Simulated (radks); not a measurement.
Values are calculated unless marked as measured or tabulated.
Task: Neutral lithium, [He] 2s1. Level of theory: non-relativistic Kohn-Sham, exchange-only LDA, spin-polarised, spherical densities, point nucleus (a radial shooting solver on a logarithmic mesh with Libxc functionals). Every spin shell is full or empty, so the densities are truly spherical. Functionals are evaluated on that one density, not self-consistently. Rank these exchange functionals by their error against the exact value of the orbitals, and give that value: LDA, B88, PBEsol, RPBE, PW91, PW86, OPTX, WC, Tao-Mo.

Result: Exact: -1.74060 hartree. From best to worst, with 100 (|E| - |E exact|)/|E exact| (equal figures are ties): OPTX +0.07, B88 -0.10, RPBE +0.61, Tao-Mo +0.64, PW86 +0.71, PW91 -0.76, WC -3.18, PBEsol -5.52, LDA -13.51.
